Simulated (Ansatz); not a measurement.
Calculated with Ansatz (gas phase, PBE0-D4/def2-TZVP geometries, no zero-point term in ΔE). CCSD(T)/CBS is the MP2 limit (def2-TZVPP, def2-QZVPP) plus CCSD(T) − MP2 in def2-TZVPP, frozen cores. This one scheme is used for every species. Double bonds are as drawn, so ΔE can hold a change between cis and trans. Functionals use def2-TZVPP. def2 core potentials past Kr. For In outer-core shells are correlated without core-valence functions, which leaves a few kJ/mol of doubt a bond. One conformer a species, not always the lowest.

Consider the substitution at a C–B bond: `CB/C=C/O` + `C[N](C)[In]([OH])[O][SiH3]` → `C[O][In]([O][SiH3])[N](C)C` + `B/C=C/O`.

```json
{"level": "PBE0", "ΔE (kJ/mol)": "97.2"}
{"level": "MP2/CBS(def2)", "ΔE (kJ/mol)": "103.5"}
```

Q: What does CCSD(T)/CBS give? (An estimate is asked.)

A: Computed: +97.8 kJ/mol. The listed levels differ from it by -0.6, 5.7 kJ/mol.

Largest T1 diagnostic among the species: 0.015.

In def2-TZVPP, CCSD(T) changes the Hartree–Fock value by +13.4 kJ/mol (the triples alone add +0.3 kJ/mol) and MP2 by +19.1 kJ/mol.
